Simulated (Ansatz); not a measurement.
Isolated molecules relaxed with PBE0-D4/def2-TZVP in Ansatz; ΔE leaves out vibrations. CBS: MP2 limit from def2 TZ/QZ plus the TZ coupled-cluster correction, frozen cores. This one scheme is used for every species. DFT in def2-TZVPP. Each species was taken in one conformer, which may not be the lowest.

Reaction (ligand exchange at the Si–S bond): `F[SiH2][S][AlH2]` + `OBS` → `F[SiH2]OBS` + `[AlH2][SH]`

`F[SiH2][S][AlH2]`:

Z-matrix (Å, degrees):
```
Si
S 1 2.117
F 1 1.599 2 110.5
H 1 1.479 2 107.6 3 117.4
H 1 1.480 2 112.0 3 -119.0
Al 2 2.190 1 98.6 3 72.9
H 6 1.577 2 116.3 1 -176.2
H 6 1.579 2 118.5 1 4.4
```

`OBS`:

```xyz
6

O     0.644    1.006    0.897
B     0.029   -0.085    0.390
S    -0.351   -0.218   -1.378
H     0.860    1.690    0.257
H    -0.261   -0.965    1.141
H    -0.921   -1.429   -1.308
```

`F[SiH2]OBS`:

Cartesian coordinates in Å:
```
F -1.195 -0.994 -1.175
Si -0.883 -1.042 0.391
O 0.241 0.065 0.774
B 1.061 1.051 0.343
S 1.198 1.620 -1.360
H -2.131 -0.717 1.107
H -0.351 -2.383 0.702
H 1.765 1.608 1.132
H 0.295 0.791 -1.914
```

`[AlH2][SH]`:

Z-matrix (Å, degrees):
```
Al
S 1 2.181
H 1 1.579 2 116.5
H 1 1.581 2 118.9 3 -180.0
H 2 1.344 1 93.7 3 180.0
```

CCSD(T)/CBS gives -36.8 kJ/mol.

(1) Another level gave -22.8 kJ/mol. Which?
A. PBE/def2-TZVPP
B. HF/def2-TZVPP
C. ωB97M-V/def2-TZVPP
D. SCS-MP2/def2-TZVPP

Largest T1 diagnostic among the species: 0.013.

Results:

(1) A. PBE -22.8, ωB97M-V -35.8, HF/def2-TZVPP -56.3, SCS-MP2/def2-TZVPP -41.3 kJ/mol.

From PBE to PBE0 (25 % exact exchange), in def2-TZVPP and without D4, ΔE moves by −3.7 kJ/mol. In def2-TZVPP, CCSD(T) changes the Hartree–Fock value by +16.8 kJ/mol (the triples alone add +3.4 kJ/mol) and MP2 by +20.6 kJ/mol.
